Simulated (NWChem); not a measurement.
CH7BO2Si; SMILES CB(O)O[SiH3]

```xyz
12

B      0.0341     0.9385     0.0007
C     -0.8462     2.2498    -0.0007
H     -1.9208     2.0230     0.0072
H     -0.6344     2.8680    -0.8896
H     -0.6232     2.8792     0.8774
O      1.4001     0.9698     0.0003
H      1.7538     1.8630    -0.0008
O     -0.5647    -0.2860     0.0018
Si    -0.0435    -1.8738    -0.0005
H      1.4436    -1.9801    -0.0277
H     -0.6159    -2.5452    -1.2028
H     -0.5711    -2.5362     1.2272
```
Atoms are numbered in this order, from 1.

All runs: NWChem. Pople sets run with spherical d functions. The geometry was optimised at PBE0/def2-SVP. No frequency run checked for a minimum. Hybrids' shares of exact exchange are those that their runs print; pure functionals count as 0. The functionals differ in more than this share.

| row | share of exact exchange | orbital gap (eV) |
|---|---|---|
| PBE/6-31G* | 0.00 | 6.86 |
| OLYP/6-31G* | 0.00 | 6.93 |
| TPSSh/6-31G* | 0.10 | withheld |
| B3LYP/6-31G* | 0.20 | 8.83 |
| Hartree-Fock/6-31G* | 1.00 | 16.27 |

Q: Fit a straight line of the last column on the one before it, predict the withheld value, and compare with the run.

A: 
1. Means of the 4 shown rows: x = 0.300, y = 9.723. Slope Σ(x − x̄)(y − ȳ)/Σ(x − x̄)² = 6.369/0.6800 = 9.366; intercept 6.913.
2. The shown rows scatter about the line by 0.036 (root mean square); the largest residual is -0.05, at PBE/6-31G*.
3. At x = 0.10 (TPSSh/6-31G*; inside the shown range) the line gives 7.85.
4. The run gives 8.20, +0.35 from the line, 9.8 times the scatter.
